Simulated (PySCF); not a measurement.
Harmonic spectrum computed at PBE0 in the def2-TZVP basis family (core potentials from Rb on, PySCF, no spin–orbit coupling):

```
ω (cm⁻¹)  IR (km/mol, summed over degenerate members)  degeneracy
     413                                          5.6           2
     693                                          0.0           1
    1595                                          722           1
```

Question: Which molecule gave it? In each, all ligands are bound to the one heavy central atom.
A. CS₂ (singlet)
B. SeS₂ (singlet)
C. TiS₂ (singlet)
D. MoS₂ (triplet)
E. ZrS₂ (singlet)

Answer: A. It has D∞h symmetry with C–S 1.548 Å (×2).
